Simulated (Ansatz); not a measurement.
ClF2H2NSn (`[NH2][Sn]([F])([F])[Cl]`). Charge 0, multiplicity 1. Sn takes the def2 core potential. All single points use the PBE0-D4/def2-TZVP geometry. It is one conformer, not always the lowest.

```xyz
7

N    -0.242   -0.760    1.096
Sn    0.258    0.266   -0.529
F     1.523   -0.710   -1.543
F    -1.173    0.477   -1.762
Cl    1.139    2.315   -0.045
H    -0.525   -0.156    1.858
H    -0.979   -1.433    0.925
```

**Question.** What is the dipole moment at PBE/def2-TZVPP? (Estimate.)

**Answer.** Computed: 3.30 D, with components (-1.52, -0.37, 2.90) D in this frame, pointing from negative to positive charge.

**Question.** And with r2SCAN, B3LYP, ωB97M-V? (Best estimate.)

**Answer.** Computed: r2SCAN 3.37 D, B3LYP 3.40 D, ωB97M-V 3.37 D.

**Question.** Give the Mulliken charges with PBE, r2SCAN, ωB97M-V in def2-TZVPP. (Estimate.)

**Answer.** Ansatz gave: 
```tsv
atom	PBE	r2SCAN	ωB97M-V
N1	-0.48	-0.52	-0.45
Sn2	1.28	1.41	1.38
F3	-0.41	-0.45	-0.45
F4	-0.41	-0.45	-0.46
Cl5	-0.30	-0.32	-0.29
H6	0.16	0.17	0.13
H7	0.16	0.17	0.13
```

B3LYP here is the variant with VWN-RPA as its local correlation; programs differ in this.
